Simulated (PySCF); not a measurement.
A calculated (PBE0, PySCF 2.14, x2c-TZVPPall with one added diffuse shell each of s, p, d type, the spin-free X2C one-electron Hamiltonian (Gaussian nucleus)) atom or ion has these occupied shells.

```
shell  electrons  orbital energy (eV)  rms radius, mean of both spins (bohr)
   1s          2              -2148.4                                  0.120
   2s          2              -220.83                                  0.563
   2p          6              -169.16                                  0.540
   3s          2              -46.989                                   1.79
```

**Question.** Name the element and its charge.

**Answer.** P³⁺ (phosphorus, charge +3), in [Ne] 3s2, closed-shell 1S.
